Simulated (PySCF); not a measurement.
# Computed records: BClH5NSi, FH2Si, AlBH5, BH3OSi and others

All values are calculated (PySCF 2.14.0). Calculation on a computer-drawn molecule: optimised geometry and harmonic frequencies of an isolated molecule of the commonest isotopes, restricted reference for singlets and unrestricted otherwise, frozen core in MP2.

Common to all runs: multiplicity 1.

(1) BClH5NSi

Start structure:
```xyz
9
BClH5NSi
N     -3.1176     0.3311     0.0832
B     -1.7890     0.0248    -0.0948
Si    -1.0539    -0.3036    -1.7972
Cl    -2.5862    -0.3121    -3.2319
H     -3.7520     0.2598    -0.6672
H     -3.5904     0.5146     1.0087
H     -1.0502     0.1184     0.8722
H     -0.3809    -1.6147    -2.0969
H     -0.0569     0.6725    -2.4813
```

* charge: 0
* method: HF
* basis: cc-pV(D+d)Z
* rotational constants: 6.827, 2.672, 1.964 GHz
* total energy: -830.5804 hartree
* convergence status largest gradient component: 6.201e-06 hartree/bohr

Drawn bonds:
| atom | other atom | order |
| --- | --- | --- |
| 1 | 2 | 1 |
| 2 | 3 | 1 |
| 3 | 4 | 1 |
| 1 | 5 | 1 |
| 1 | 6 | 1 |
| 2 | 7 | 1 |
| 3 | 8 | 1 |
| 3 | 9 | 1 |

Optimised structure:
```xyz
9
BClH5NSi
N     -3.1285     0.2990     0.1060
B     -1.7757     0.0792    -0.0751
Si    -1.0332    -0.3180    -1.9277
Cl    -2.6094    -0.3148    -3.3202
H     -3.7915     0.2747    -0.6425
H     -3.5349     0.4971     0.9976
H     -1.0458     0.1268     0.8803
H     -0.3949    -1.6483    -2.0268
H     -0.0634     0.6952    -2.3966
```

Modes:
| frequency (cm⁻¹) | reduced mass (dalton) |
| --- | --- |
| 104 | 1.986 |
| 119.9 | 5.718 |
| 370.2 | 4.456 |
| 407.2 | 1.096 |
| 505.3 | 11.4 |
| 607.3 | 3.357 |
| 650.8 | 1.219 |
| 680.7 | 1.394 |
| 763.4 | 1.078 |
| 896.5 | 1.123 |
| 966 | 1.122 |
| 975.2 | 1.188 |
| 1030 | 1.056 |
| 1221 | 1.498 |
| 1418 | 3.561 |
| 1761 | 1.228 |
| 2319 | 1.052 |
| 2322 | 1.03 |
| 2679 | 1.095 |
| 3798 | 1.051 |
| 3901 | 1.099 |

(2) FH2Si

Start structure:
```xyz
4
FH2Si
F     -3.3789    -2.2974     0.1809
Si    -2.1639    -1.3939     0.9647
H     -1.9420    -2.3342     2.1709
H     -0.9519    -1.9292     0.1692
```

* charge: -1
* method: MP2
* basis: aug-cc-pV(D+d)Z
* rotational constants: 110.9, 13.19, 13.01 GHz
* total energy: -389.9045 hartree
* convergence status largest gradient component: 2.924e-05 hartree/bohr

Drawn bonds:
| atom | other atom | order |
| --- | --- | --- |
| 1 | 2 | 1 |
| 2 | 3 | 1 |
| 2 | 4 | 1 |

Optimised structure:
```xyz
4
FH2Si
F     -3.4047    -2.3068     0.1662
Si    -2.1595    -1.3791     0.9699
H     -1.9268    -2.3351     2.1665
H     -0.9457    -1.9338     0.1831
```

Modes:
| frequency (cm⁻¹) | reduced mass (dalton) |
| --- | --- |
| 622.1 | 20.04 |
| 746.9 | 1.085 |
| 810.6 | 1.122 |
| 977.7 | 1.055 |
| 1894 | 1.046 |
| 1908 | 1.035 |

(3) AlBH5

Start structure:
```xyz
7
AlBH5
B     -0.5113    -0.5389     0.6788
Al     0.3262    -1.7352     2.2047
H      0.0867     0.0074    -0.1559
H     -1.6360    -0.0743     0.6433
H      1.6686    -2.4954     1.6718
H      0.6740    -0.9435     3.5507
H     -0.8307    -2.9556     2.6767
```

- charge: -1
- method: HF
- basis: aug-cc-pV(D+d)Z
- rotational constants: 54.26, 8.962, 8.657 GHz
- total energy: -269.4721 hartree
- convergence status largest gradient component: 1.355e-05 hartree/bohr

Drawn bonds:
| atom | other atom | order |
| --- | --- | --- |
| 1 | 2 | 1 |
| 1 | 3 | 1 |
| 1 | 4 | 1 |
| 2 | 5 | 1 |
| 2 | 6 | 1 |
| 2 | 7 | 1 |

Optimised structure:
```xyz
7
AlBH5
B     -0.5191    -0.4668     0.6918
Al     0.3104    -1.8205     2.2238
H      0.1107     0.0473    -0.2215
H     -1.6802    -0.0833     0.6745
H      1.6867    -2.5694     1.7112
H      0.6610    -0.8742     3.5347
H     -0.7919    -2.9688     2.6556
```

Modes:
| frequency (cm⁻¹) | reduced mass (dalton) |
| --- | --- |
| 32.52 | 1.009 |
| 358 | 1.086 |
| 372.3 | 1.043 |
| 507.2 | 4.221 |
| 667.1 | 1.298 |
| 799.8 | 1.058 |
| 812.6 | 1.066 |
| 824.3 | 1.081 |
| 893.9 | 1.386 |
| 1249 | 1.137 |
| 1639 | 1.048 |
| 1649 | 1.048 |
| 1730 | 1.017 |
| 2488 | 1.057 |
| 2505 | 1.115 |

(4) BH3OSi

Start structure:
```xyz
6
BH3OSi
B      0.7736     1.0922    -0.8039
Si    -1.0204     1.1950    -1.1167
O     -2.1616     0.1866    -1.7349
H      1.2087     1.0322     0.2136
H      1.4798     1.7581    -1.5640
H     -2.0288    -0.7015    -1.9670
```

* charge: 0
* method: HF
* basis: cc-pV(D+d)Z
* rotational constants: 21.19, 7.289, 5.679 GHz
* total energy: -390.1848 hartree
* convergence status largest gradient component: 4.192e-05 hartree/bohr

Drawn bonds:
| atom | other atom | order |
| --- | --- | --- |
| 1 | 2 | 1 |
| 2 | 3 | 1 |
| 1 | 4 | 1 |
| 1 | 5 | 1 |
| 3 | 6 | 1 |

Optimised structure:
```xyz
6
BH3OSi
B      0.6149     1.1818    -0.8518
Si    -1.4111     1.5746    -1.0226
O     -2.0005     0.1617    -1.6706
H      1.0956     0.7433     0.1628
H      1.3969     1.4776    -1.7199
H     -1.4447    -0.5764    -1.8708
```

Modes:
| frequency (cm⁻¹) | reduced mass (dalton) |
| --- | --- |
| 198 | 1.164 |
| 198.4 | 2.567 |
| 417.4 | 1.122 |
| 567.6 | 4.751 |
| 587.3 | 1.233 |
| 850.7 | 1.171 |
| 861.8 | 9.093 |
| 954.3 | 1.49 |
| 1241 | 1.15 |
| 2638 | 1.055 |
| 2707 | 1.121 |
| 4162 | 1.068 |

(5) B2H4NO

Start structure:
```xyz
8
B2H4NO
N      1.0534    -1.4364    -0.4971
B      0.7603    -0.4611     0.4677
B      0.7021     1.1490     0.2057
O      0.7347     2.3810     0.4202
H      1.2203    -1.1927    -1.4804
H      0.9381    -2.4299    -0.2684
H      0.3948    -0.8725     1.5153
H      0.6855     3.3585     0.4967
```

* charge: 1
* method: HF
* basis: cc-pVDZ
* rotational constants: 43.06, 3.463, 3.205 GHz
* total energy: -180.8444 hartree
* convergence status largest gradient component: 2.7e-06 hartree/bohr

Drawn bonds:
| atom | other atom | order |
| --- | --- | --- |
| 1 | 2 | 1 |
| 2 | 3 | 1 |
| 3 | 4 | 1 |
| 1 | 5 | 1 |
| 1 | 6 | 1 |
| 2 | 7 | 1 |
| 4 | 8 | 1 |

Optimised structure:
```xyz
8
B2H4NO
N      1.0686    -1.3655    -0.4961
B      0.6630    -0.5532     0.5196
B      0.7141     1.1680     0.3093
O      0.7554     2.3932     0.1469
H      1.4081    -1.0703    -1.3900
H      1.0477    -2.3639    -0.3964
H      0.2631    -0.9281     1.5741
H      0.5693     3.2157     0.5923
```

Modes:
| frequency (cm⁻¹) | reduced mass (dalton) |
| --- | --- |
| 128.9 | 1.127 |
| 174.4 | 3.34 |
| 285.5 | 2.61 |
| 413.5 | 1.254 |
| 514.7 | 4.691 |
| 645.1 | 3.533 |
| 656.9 | 1.804 |
| 763 | 1.232 |
| 965.4 | 1.202 |
| 971.2 | 1.161 |
| 1203 | 1.395 |
| 1473 | 3.358 |
| 1774 | 1.29 |
| 1855 | 8.23 |
| 2804 | 1.101 |
| 3782 | 1.054 |
| 3884 | 1.099 |
| 4050 | 1.075 |

(6) AlBFHO

Start structure:
```xyz
5
AlBFHO
O     -0.4398    -1.0581     1.8058
B     -1.0526    -0.2669     0.8958
F     -1.2905    -0.8464    -0.3094
Al    -1.6236     1.8581     1.3809
H     -0.2538    -1.9300     1.4751
```

* charge: 0
* method: MP2
* basis: cc-pV(D+d)Z
* rotational constants: 10.51, 3.53, 2.642 GHz
* total energy: -442.0559 hartree
* convergence status largest gradient component: 1.243e-05 hartree/bohr

Drawn bonds:
| atom | other atom | order |
| --- | --- | --- |
| 1 | 2 | 1 |
| 2 | 3 | 1 |
| 2 | 4 | 1 |
| 1 | 5 | 1 |

Optimised structure:
```xyz
5
AlBFHO
O     -0.4367    -1.0413     1.8303
B     -1.0569    -0.2657     0.8852
F     -1.2911    -0.8645    -0.3284
Al    -1.6173     1.8552     1.3952
H     -0.2582    -1.9270     1.4659
```

Modes:
| frequency (cm⁻¹) | reduced mass (dalton) |
| --- | --- |
| 113.1 | 12.45 |
| 308.1 | 14.15 |
| 321.6 | 4.031 |
| 540.8 | 4.347 |
| 664.3 | 1.308 |
| 995 | 1.938 |
| 1226 | 2.965 |
| 1300 | 11.62 |
| 3759 | 1.064 |

(7) CH5AlBN

Start structure:
```xyz
9
CH5AlBN
B     -0.7577    -0.7087    -0.7472
C      0.2047    -0.3824     0.1392
N      1.3088    -1.1613     0.6553
Al     1.8314    -2.8251     0.1107
H     -1.6730    -0.8190    -1.4760
H      0.1354     0.5657     0.6440
H      1.8619    -0.5701     1.2546
H      2.7742    -2.9927    -1.0670
H      1.3573    -3.9716     0.8442
```

- charge: 0
- method: HF
- basis: cc-pV(D+d)Z
- rotational constants: 16.53, 3.446, 2.852 GHz
- total energy: -361.7738 hartree
- convergence status largest gradient component: 1e-05 hartree/bohr

Drawn bonds:
| atom | other atom | order |
| --- | --- | --- |
| 1 | 2 | 2 |
| 2 | 3 | 1 |
| 3 | 4 | 1 |
| 1 | 5 | 1 |
| 2 | 6 | 1 |
| 3 | 7 | 1 |
| 4 | 8 | 1 |
| 4 | 9 | 1 |

Optimised structure:
```xyz
9
CH5AlBN
B     -0.9772    -0.7895    -0.4649
C      0.2336    -0.4312     0.1229
N      1.4475    -1.0913     0.4058
Al     1.9035    -2.7767     0.0779
H     -2.0361    -0.9737    -0.9399
H      0.1942     0.6195     0.4228
H      2.1041    -0.4799     0.8513
H      3.3442    -3.2490     0.5076
H      0.8291    -3.6935    -0.6257
```

Modes:
| frequency (cm⁻¹) | reduced mass (dalton) |
| --- | --- |
| 38.98 | 1.514 |
| 140.7 | 2.94 |
| 259.9 | 1.302 |
| 366.1 | 2.022 |
| 530 | 1.204 |
| 571.7 | 1.511 |
| 587.1 | 1.201 |
| 649.8 | 1.169 |
| 735.8 | 2.728 |
| 746.5 | 1.814 |
| 833.3 | 1.249 |
| 867.4 | 1.742 |
| 1100 | 3.455 |
| 1260 | 1.139 |
| 1485 | 1.572 |
| 1705 | 3.444 |
| 1998 | 1.048 |
| 2008 | 1.037 |
| 2940 | 1.132 |
| 3230 | 1.082 |
| 3809 | 1.075 |

(8) B2H4OSi

Start structure:
```xyz
8
B2H4OSi
B     -1.3862     1.1634     1.4203
Si    -1.1926     0.5066    -0.4505
B      0.4922    -0.6097    -0.7754
O     -2.1666     0.8252    -1.4832
H     -1.9578     0.5224     2.2296
H     -0.9457     2.1580     1.8330
H      0.4258    -1.8026    -0.7197
H      1.5040    -0.1183    -1.1287
```

* charge: 0
* method: HF
* basis: cc-pV(D+d)Z
* rotational constants: 6.988, 5.51, 3.249 GHz
* total energy: -415.4240 hartree
* convergence status largest gradient component: 3.732e-05 hartree/bohr

Drawn bonds:
| atom | other atom | order |
| --- | --- | --- |
| 1 | 2 | 1 |
| 2 | 3 | 1 |
| 2 | 4 | 2 |
| 1 | 5 | 1 |
| 1 | 6 | 1 |
| 3 | 7 | 1 |
| 3 | 8 | 1 |

Optimised structure:
```xyz
8
B2H4OSi
B     -1.4066     1.1631     1.4775
Si    -1.1547     0.4999    -0.4282
B      0.4868    -0.6323    -0.8262
O     -2.1520     0.8360    -1.5105
H     -2.0151     0.5157     2.2815
H     -0.9549     2.2155     1.8301
H      0.4536    -1.8259    -0.7244
H      1.5161    -0.1271    -1.1745
```

Modes:
| frequency (cm⁻¹) | reduced mass (dalton) |
| --- | --- |
| 140.5 | 1.014 |
| 153 | 1.081 |
| 157 | 2.979 |
| 234.8 | 5.473 |
| 242.7 | 2.693 |
| 551.4 | 1.17 |
| 578.1 | 4.501 |
| 679.8 | 4.591 |
| 703.4 | 1.533 |
| 918.3 | 1.457 |
| 966.9 | 1.434 |
| 1245 | 1.159 |
| 1246 | 1.331 |
| 1297 | 5.364 |
| 2683 | 1.053 |
| 2690 | 1.054 |
| 2769 | 1.124 |
| 2771 | 1.125 |

(9) CH5BN

Start structure:
```xyz
8
CH5BN
C     -1.6138    -0.0476    -2.6698
B     -1.1613     0.7365    -1.5500
N     -0.7575     1.3722    -0.5083
H     -1.4388     0.4520    -3.6415
H     -2.6769    -0.2715    -2.6972
H     -1.0573    -1.0711    -2.8075
H     -0.4235     2.3987    -0.5383
H     -0.7498     1.0227     0.4623
```

* charge: 1
* method: HF
* basis: cc-pVDZ
* rotational constants: 108.7, 7.109, 6.971 GHz
* total energy: -119.7069 hartree
* convergence status largest gradient component: 4.6e-05 hartree/bohr

Drawn bonds:
| atom | other atom | order |
| --- | --- | --- |
| 1 | 2 | 1 |
| 2 | 3 | 1 |
| 1 | 4 | 1 |
| 1 | 5 | 1 |
| 1 | 6 | 1 |
| 3 | 7 | 1 |
| 3 | 8 | 1 |

Optimised structure:
```xyz
8
CH5BN
C     -1.6202    -0.0919    -2.7271
B     -1.1634     0.7012    -1.5277
N     -0.7547     1.4070    -0.4868
H     -1.4023     0.4932    -3.6288
H     -2.6947    -0.2820    -2.6809
H     -1.0711    -1.0352    -2.7887
H     -0.4360     2.3612    -0.5626
H     -0.7365     1.0384     0.4522
```

Modes:
| frequency (cm⁻¹) | reduced mass (dalton) |
| --- | --- |
| 26.41 | 1.012 |
| 305.9 | 1.914 |
| 356.9 | 2.418 |
| 623 | 1.275 |
| 754.4 | 1.225 |
| 830.6 | 3.333 |
| 957.6 | 1.572 |
| 1018 | 1.833 |
| 1422 | 1.234 |
| 1499 | 1.04 |
| 1510 | 1.049 |
| 1607 | 1.202 |
| 1804 | 5.383 |
| 3165 | 1.037 |
| 3252 | 1.095 |
| 3284 | 1.103 |
| 3705 | 1.053 |
| 3800 | 1.097 |

(10) ClFH4Si2

Start structure:
```xyz
8
ClFH4Si2
F     -1.1077    -0.1800    -0.6325
Si    -0.7222     1.3331    -0.2111
Si    -0.7980     2.7982    -2.0987
Cl     1.1969     1.0874     0.5649
H     -1.5862     1.5295     0.9296
H      0.0925     2.2204    -3.1586
H     -0.4446     4.0258    -1.7332
H     -2.1866     2.7071    -2.5379
```

- charge: 0
- method: HF
- basis: cc-pV(D+d)Z
- rotational constants: 4.238, 2.126, 1.55 GHz
- total energy: -1139.2569 hartree
- convergence status largest gradient component: 1.484e-05 hartree/bohr

Drawn bonds:
| atom | other atom | order |
| --- | --- | --- |
| 1 | 2 | 1 |
| 2 | 3 | 1 |
| 2 | 4 | 1 |
| 2 | 5 | 1 |
| 3 | 6 | 1 |
| 3 | 7 | 1 |
| 3 | 8 | 1 |

Optimised structure:
```xyz
8
ClFH4Si2
F     -1.1367    -0.2270    -0.6648
Si    -0.7181     1.2625    -0.2103
Si    -0.8188     2.6993    -2.0713
Cl     1.2171     1.1653     0.4981
H     -1.5808     1.6260     0.9214
H      0.1071     2.2079    -3.1145
H     -0.4224     4.0589    -1.6407
H     -2.2033     2.7288    -2.5954
```

Modes:
| frequency (cm⁻¹) | reduced mass (dalton) |
| --- | --- |
| 98.78 | 1.056 |
| 125.3 | 6.205 |
| 194.3 | 5.369 |
| 261.4 | 11.12 |
| 423.4 | 4.357 |
| 551.1 | 1.657 |
| 579.9 | 1.42 |
| 591.6 | 2.943 |
| 850.9 | 1.113 |
| 872.1 | 1.682 |
| 911.1 | 2.39 |
| 988.8 | 1.189 |
| 1018 | 1.041 |
| 1020 | 1.038 |
| 2318 | 1.03 |
| 2321 | 1.046 |
| 2330 | 1.045 |
| 2371 | 1.042 |
